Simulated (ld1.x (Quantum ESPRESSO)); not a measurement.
# Ge (Z = 32), ultrasoft: configuration errors across variants

ld1.x (Quantum ESPRESSO) 7.5 input, shortened:

```
&input
   title='Ge', zed=32., rel=1, dft='PBESOL', iswitch=3,
   config='[Ar] 3d10 4s2 4p2'
 /
 &inputp
   pseudotype=3, tm=.true., lloc=-2, rcloc=1.40,
   nlcc=.true., new_core_ps=.true.,
   which_augfun='PSQ', rmatch_augfun_nc=.true.
 /
6
4S  1  0   2.00   0.00  1.75  2.00  0.0
4S  1  0   0.00   1.80  1.75  2.00  0.0
4P  2  1   2.00   0.00  2.40  2.65  0.0
4P  2  1   0.00   0.45  2.40  2.65  0.0
3D  3  2  10.00   0.00  0.80  0.90  0.0
3D  3  2   0.00  -0.45  0.80  0.90  0.0
 &test
   configts(1)='3d10 4s2 4p2'
 /
```

All-electron excitation energies from the reference (eV): (1) 3d10 4s2 4p1 7.453; (2) 3d10 4s2 4p0 22.902; (3) 3d10 4s1 4p0 57.690; (4) 3d10 4s2 4p1.5 2.805; (5) 3d9 4s2 4p2 38.691; (6) 3d10 4s1 4p3 7.981; (7) 3d10 4s1 4p2 16.183.

The overlap operator is not positive definite (basis up to 400 Ry) in “all radii but the core radius scaled by about 1.14 (s 2.28, p 3.02, d 1.02 bohr, rcut 2.00/2.74/0.92); local potential all-electron potential smoothed inside 1.60 bohr (lloc = -2)”, “all radii but the core radius scaled by about 1.35 (s 2.70, p 3.60, d 1.22 bohr, rcut 2.38/3.26/1.08); local potential all-electron potential smoothed inside 1.90 bohr (lloc = -2)”. Such files are unfit for use, however small their errors in these radial tests.

Errors AE − PS in meV (a dash: test not solved or not reliable):

| change | (1) | (2) | (3) | (4) | (5) | (6) | (7) | bound ghosts |
| --- | --- | --- | --- | --- | --- | --- | --- | --- |
| base | -3.2 | -21 | -77 | -0.7 | -520 | +1.3 | -4.5 | none |
| all radii but the core radius scaled by about 0.76 (s 1.52, p 2.00, d 0.68 bohr, rcut 1.32/1.82/0.60); local potential all-electron potential smoothed inside 1.06 bohr (lloc = -2) | -1.4 | -8.0 | -22 | -0.4 | – | – | – | none |
| all radii but the core radius scaled by about 0.83 (s 1.66, p 2.18, d 0.74 bohr, rcut 1.44/1.98/0.66); local potential all-electron potential smoothed inside 1.16 bohr (lloc = -2) | -1.7 | -11 | -34 | -0.5 | -454 | +1.1 | -1.0 | none |
| all radii but the core radius scaled by about 0.92 (s 1.84, p 2.44, d 0.82 bohr, rcut 1.60/2.20/0.74); local potential all-electron potential smoothed inside 1.28 bohr (lloc = -2) | -2.4 | -16 | -57 | -0.6 | -556 | +2.0 | -2.2 | none |
| all radii but the core radius scaled by about 1.14 (s 2.28, p 3.02, d 1.02 bohr, rcut 2.00/2.74/0.92); local potential all-electron potential smoothed inside 1.60 bohr (lloc = -2) | – | – | – | – | – | – | – | not determined (overlap not positive) |
| all radii but the core radius scaled by about 1.18 (s 2.36, p 3.14, d 1.06 bohr, rcut 2.08/2.84/0.94); local potential all-electron potential smoothed inside 1.66 bohr (lloc = -2) | -8.3 | -55 | -176 | -1.6 | -348 | +6.6 | -6.1 | none |
| all radii but the core radius scaled by about 1.29 (s 2.58, p 3.42, d 1.16 bohr, rcut 2.26/3.10/1.04); local potential all-electron potential smoothed inside 1.80 bohr (lloc = -2) | -12 | -90 | -266 | -1.9 | -665 | +13 | +0.9 | none |
| all radii but the core radius scaled by about 1.35 (s 2.70, p 3.60, d 1.22 bohr, rcut 2.38/3.26/1.08); local potential all-electron potential smoothed inside 1.90 bohr (lloc = -2) | -14 | -121 | -356 | -2.2 | -281 | +17 | +4.5 | not determined (overlap not positive) |

Task: Give the same row for: all radii but the core radius scaled by about 1.05 (s 2.10, p 2.78, d 0.94 bohr, rcut 1.84/2.52/0.84); local potential all-electron potential smoothed inside 1.46 bohr (lloc = -2).

Result: -4.2, -28, -106, -0.9, -1145, +1.7, -5.9; bound ghosts: none.
